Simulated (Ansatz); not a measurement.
The cluster Zr₂S₅⁻, relaxed as a doublet with UKS PBE-D4/def2-SVPD in Ansatz, starting from the GFN2-xTB geometry. Force threshold 0.02 eV/Å.

In the def2 sets Zr takes a core potential; there is no spin–orbit coupling. Another isomer (doublet) lies 0.94 eV lower at PBE0-D4/def2-TZVPD; other spin states weren't run for this one.

Start:

```tsv
atom	x (Å)	y (Å)	z (Å)
Zr1	-0.8132	-0.4297	-0.3585
Zr2	2.0398	0.3316	0.8211
S3	-3.1594	-0.1317	-1.2171
S4	1.2600	0.3697	-1.6046
S5	-0.1674	0.0312	2.0605
S6	2.9795	-1.8056	0.9891
S7	-2.1393	1.6345	-0.6906
```

(1) Estimate the energy that the relaxation releases and the steps that it takes.

(2) Does the start keep its bonding and symmetry?

(3) Predict the relaxed structure.

Answers

(1) 20.6 kcal/mol, in 14 steps; 2.5 min on 4 threads of Arm Neoverse N1 on a shared host. No frequencies were taken in this run, so the end may be a saddle point.

(2) By distances, no bond broke or formed. The bond that changes most is Zr1–S4, from 2.55 to 2.44 Å (atoms count from 1). Point group Cs at the start, Cs at the end, both within 0.05 Å.

(3) 
| atom | x (Å) | y (Å) | z (Å) |
| --- | --- | --- | --- |
| Zr1 | -0.7193 | 0.6965 | -0.2162 |
| Zr2 | 2.0559 | -0.2535 | 0.7727 |
| S3 | -2.4668 | -0.7934 | -1.0249 |
| S4 | 1.4379 | 0.9065 | -1.3448 |
| S5 | 0.1133 | 0.6012 | 2.0793 |
| S6 | 2.5577 | -2.4686 | 0.7693 |
| S7 | -2.9788 | 1.3114 | -1.0354 |
Bond lengths (bridged metal pairs left out): 7 × S–Zr 2.27 to 2.49 Å; 1 × S–S 2.17 Å.
